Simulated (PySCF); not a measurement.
Start geometry of `C=CCc1c[cH-]c2ccccc12` from GFN2-xTB (Å):
```
atom  x, y, z in Å
C1     3.188    1.011    0.565
C2     2.689    0.122   -0.280
C3     1.917   -1.096    0.104
C4     0.515   -0.955   -0.422
C5     0.015   -1.543   -1.586
C6    -1.312   -1.175   -1.778
C7    -1.674   -0.322   -0.726
C8    -2.858    0.344   -0.398
C9    -2.907    1.133    0.727
C10   -1.783    1.279    1.555
C11   -0.603    0.636    1.265
C12   -0.516   -0.173    0.130
H13    3.114    0.879    1.634
H14    3.673    1.918    0.236
H15    2.766    0.294   -1.347
H16    2.381   -1.984   -0.342
H17    1.921   -1.212    1.193
H18    0.580   -2.203   -2.235
H19   -1.951   -1.496   -2.588
H20   -3.736    0.239   -1.032
H21   -3.825    1.655    0.986
H22   -1.857    1.912    2.435
H23    0.259    0.763    1.913
```

Problem. What comes out of this run: PBE0-D3(BJ)/def2-SVP geometry optimisation, gas phase (PySCF)?

Solution. 
```
atom  x, y, z in Å
C1     3.5497    0.7901    0.8196
C2     2.9530    0.0551   -0.1238
C3     2.1807   -1.2126    0.0983
C4     0.7730   -1.1372   -0.4115
C5     0.2442   -1.8201   -1.5281
C6    -1.1113   -1.4962   -1.7115
C7    -1.4668   -0.5809   -0.6883
C8    -2.6663    0.0791   -0.3526
C9    -2.7136    0.9345    0.7401
C10   -1.5615    1.1578    1.5311
C11   -0.3629    0.5254    1.2285
C12   -0.2823   -0.3511    0.1272
H13    3.5208    0.4857    1.8721
H14    4.0613    1.7289    0.5860
H15    2.9730    0.4032   -1.1650
H16    2.7009   -2.0330   -0.4316
H17    2.2221   -1.4646    1.1765
H18    0.8200   -2.5117   -2.1537
H19   -1.7736   -1.8827   -2.4892
H20   -3.5663   -0.0856   -0.9575
H21   -3.6497    1.4439    0.9942
H22   -1.6177    1.8394    2.3868
H23    0.5252    0.7149    1.8414
```

The energy falls by 0.105 eV over 10 energy and gradient evaluations, the largest force component goes from 0.0166 to 2.4e-04 Eh/bohr, and the atoms move by 0.169 Å rms after alignment. Among the bonds, C6–C7, C4–C12 and C1–H13 change most and about equally (+0.016 to +0.017 Å). Bonds longer at the end by more than 0.005 Å: 23 of 24; shorter: 1. Among the angles that change most is C2–C3–C4, from 108.4° to 113.0°. Among the dihedrals that turn most is H17–C3–C4–C5, from -139° to -127°. Rotational constants go from 1627, 765.4, 555.0 to 1590, 746.5, 532.5 MHz. The orientation of the end geometry is arbitrary; only internal coordinates are fixed.

The run used 223 basis functions and 69 SCF cycles in all. On an x86-64 server with one thread, no GPU, on a shared host, this took 5.1 min.

Stationary, but not proved a minimum.

One conformer stands for the species.
